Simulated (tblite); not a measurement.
C6H7NO.
Numbering: `[O:1]=[CH:2][NH:3][C:4]1=[CH:5][CH:6]=[CH:7][CH2:8]1` (hydrogens: H9 on C2; H10 on N3; H11 on C5; H12 on C6; H13 on C7; H14, H15 on C8)

Computed with GFN2-xTB (tblite), gas phase: Langevin dynamics at 400 K from the optimised GFN2-xTB geometry, time step 0.5 fs, friction 0.01 fs⁻¹, 2000 steps. The instantaneous temperature is 2·E(kin)/(3Nk) with all 3N coordinates.

```tsv
t (fs)	T (K)	E(pot) above start (eV)	O1=C2 (Å)	C2–N3 (Å)	N3–C4 (Å)	C4=C5 (Å)	C5–C6 (Å)	C2–H9 (Å)	O1–C2–N3–C4 (°)
0	319	0.000	1.205	1.355	1.388	1.349	1.442	1.107	0
50	217	0.383	1.217	1.365	1.387	1.394	1.454	1.161	15
100	181	0.362	1.233	1.364	1.424	1.369	1.437	1.148	8
150	226	0.398	1.188	1.370	1.436	1.350	1.448	1.141	-6
200	360	0.472	1.213	1.317	1.390	1.330	1.404	1.144	-16
250	418	0.523	1.224	1.384	1.352	1.358	1.495	1.149	13
300	334	0.635	1.203	1.363	1.409	1.322	1.518	1.129	-17
350	314	0.630	1.191	1.413	1.415	1.377	1.484	1.066	6
400	277	0.632	1.197	1.355	1.438	1.309	1.470	1.087	11
450	257	0.487	1.207	1.369	1.392	1.380	1.498	1.144	-16
500	334	0.465	1.188	1.336	1.364	1.336	1.446	1.091	1
550	409	0.433	1.231	1.362	1.390	1.338	1.418	1.111	3
600	332	0.745	1.183	1.371	1.354	1.367	1.440	1.094	-5
650	418	0.447	1.229	1.337	1.393	1.356	1.440	1.096	2
700	461	0.547	1.187	1.328	1.388	1.390	1.369	1.087	4
750	377	0.804	1.204	1.352	1.464	1.355	1.420	1.113	-16
800	416	0.696	1.218	1.364	1.393	1.418	1.430	1.049	9
850	296	0.793	1.199	1.367	1.464	1.319	1.432	1.053	-7
900	390	0.728	1.242	1.319	1.362	1.359	1.483	1.083	10
950	349	0.759	1.179	1.363	1.408	1.367	1.470	1.104	4
1000	255	0.669	1.202	1.336	1.420	1.340	1.477	1.130	-2
```

Problem. From 500 fs on, how do temperature and potential energy compare with equipartition?

Solution. The mean temperature of these 11 frames is 367 K against the target 400 K, and the mean potential energy 0.64 eV against 39 × kT/2 = 0.67 eV for 39 classical harmonic modes. For 15 atoms in a canonical ensemble the temperature itself scatters by T·√(2/(3N)) = 84 K; here its standard deviation is 58 K. The whole run lasts only 10 friction times of 100 fs, so these averages carry a wide statistical error.

Problem. What are the kinetic and total energies of the listed frame with the highest potential energy?

Solution. The one at 750 fs, 0.804 eV above the start. Its kinetic energy is 3NkT/2 = 0.732 eV at 377 K, so the sum is 1.54 eV; over the listed frames the sum runs from 0.62 to 1.54 eV, since the thermostat adds and removes energy.

Problem. How much do the listed bonds fluctuate from 500 fs on?

Solution. 
| bond | at the start (Å) | mean (Å) | standard deviation (Å) |
| --- | --- | --- | --- |
| O1=C2 | 1.205 | 1.206 | 0.020 |
| C2–N3 | 1.355 | 1.349 | 0.017 |
| N3–C4 | 1.388 | 1.400 | 0.035 |
| C4=C5 | 1.349 | 1.358 | 0.026 |
| C5–C6 | 1.442 | 1.439 | 0.031 |
| C2–H9 | 1.107 | 1.092 | 0.023 |

The motion is classical and holds no zero-point motion.

The cost below is that of the whole dynamics run. Time: 11 s wall; peak memory 0.18 GiB. Hardware: one thread, AMD EPYC 7B13 (x86_64), shared host with 96 logical CPUs at a one-minute load of 12.
